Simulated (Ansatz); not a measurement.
Relaxation of Cl4Sn (5 atoms, charge 0, multiplicity 1), to a largest force component of 0.02 eV/Å in at most 40 steps.

Theory: Ansatz 0.2.0, RKS B3LYP-D4/def2-SVP.

```xyz
5
Properties=species:S:1:pos:R:3
Sn 0.000 0.000 0.000
Cl 0.000 0.000 2.410
Cl 2.273 0.000 -0.802
Cl -1.135 1.967 -0.802
Cl -1.135 -1.967 -0.802
```

Problem. Where does it end, and by what steps?

Solution. The forces met the threshold. After 2 steps the energy has fallen by 0.154 eV; Cl3 moved furthest, 0.08 Å.

| step | energy less start (eV) | largest force component (eV/Å) | accepted |
| --- | --- | --- | --- |
| 0 | 0.0000 | 0.984 | yes |
| 1 | -0.1127 | 0.609 | yes |
| 2 | -0.1543 | 0.010 | yes |

```xyz
5
Properties=species:S:1:pos:R:3
Sn 0.001 0.000 0.001
Cl 0.000 0.000 2.335
Cl 2.201 0.000 -0.777
Cl -1.100 1.906 -0.778
Cl -1.100 -1.906 -0.778
```

Whether the end is a true minimum wasn't checked by a vibrational analysis.

The run took 11 s on 2 threads of Arm Neoverse V1, with other jobs on the host, peak memory 0.25 GiB.
